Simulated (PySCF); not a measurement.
Work out the structure from these simulated measurements.

Formula: C5H8S2Si.

- Triplet: lowest triplet excitation (Tamm–Dancoff): 3.70 eV [TDA wB97X-D/def2-SVPD]
- Rotational structure: rotational constants A, B, C: 2.504, 0.698, 0.631 GHz [PBE0-D3(BJ)/def2-SVP]
- 13C NMR: chemical shifts (computed TMS as zero) by class: 146.9 (1 C), 146.5 (1 C), 141.9 (1 C), 136.1 (1 C), 12.8 (1 C) ppm [GIAO CAM-B3LYP/pcSseg-1]
- 1H NMR: chemical shifts (computed TMS as zero) by class: 7.68 (1 H), 7.49 (1 H), 7.24 (1 H), 5.11 (2 H), 1.78 (3 H) ppm [GIAO CAM-B3LYP/pcSseg-1]
- Dipole: 2.05 D [wB97X-D/def2-SVPD]
- NMR, other nuclei: isotropic shieldings of nuclei other than C and H, by class: 376 (1 Si), 221 (1 S), 688 (1 S) ppm [GIAO CAM-B3LYP/pcSseg-1]
- Polarisability: 122.1 au [wB97X-D/def2-SVPD]
- Valence photoelectron: vertical ionisation energy: 8.83 eV [ΔSCF wB97X-D/def2-SVPD]
- UV, first state: lowest singlet excitation: 5.45 eV (227 nm, f = 0.181) [TDDFT wB97X-D/def2-SVPD]

Gas-phase values; electronic properties from PySCF, density fitting. Levels stand in brackets. The structure is a single PBE0-D3(BJ)/def2-SVP conformer in the gas phase; no vibrational or solvent corrections. Each NMR value is the plain mean over a class of atoms that symmetry, rotation or inversion makes alike.

Task: Give a SMILES that accounts for the data.

Result: Numbering: `[CH3:1][S:2][SiH2:3][c:4]1[cH:5][cH:6][cH:7][s:8]1`. Its formula, C5H8S2Si, gives 3 degrees of unsaturation: 1 ring and 2 π bonds in the structure found (Kekulé form). 5 carbons fall into 5 classes; from least to most shielded: aromatic CH carbon [C5] (146.9 ppm), aromatic CH next to a ring sulfur [C7] (146.5 ppm), substituted aromatic carbon [C4] (141.9 ppm), aromatic CH carbon [C6] (136.1 ppm), S-methyl carbon [C1] (12.8 ppm). Hydrogen classes from least to most shielded: 1 H on an aromatic CH carbon, C5 (7.68 ppm), 1 H on an aromatic CH next to a ring sulfur, C7 (7.49 ppm), 1 H on an aromatic CH carbon, C6 (7.24 ppm), 2 H on an SiH2 silicon, Si3 (5.11 ppm), 3 H on an S-methyl carbon, C1 (1.78 ppm). The other shieldings belong to: 376 ppm, SiH2 silicon [Si3]; 221 ppm, thiophene-type sulfur [S8]; 688 ppm, sulfur bonded to C and Si [S2]. The first electron is taken from the HOMO, whose largest Löwdin shares are 0.49 on the sulfur bonded to C and Si, 0.10 on the substituted aromatic carbon, 0.08 on the aromatic CH next to a ring sulfur and 0.07 on the SiH2 silicon. The optimised geometry has point group C1 and is an asymmetric top. Structure: `CS[SiH2]c1cccs1`. The assignments are read from this structure; whether some other isomer fits the data as well wasn't checked.

The values belong to the conformer `[CH3:1][S:2][SiH2:3][c:4]1[cH:5][cH:6][cH:7][s:8]1`: C1–S2–Si3–C4 -59°, S2–Si3–C4–C5 -35°.
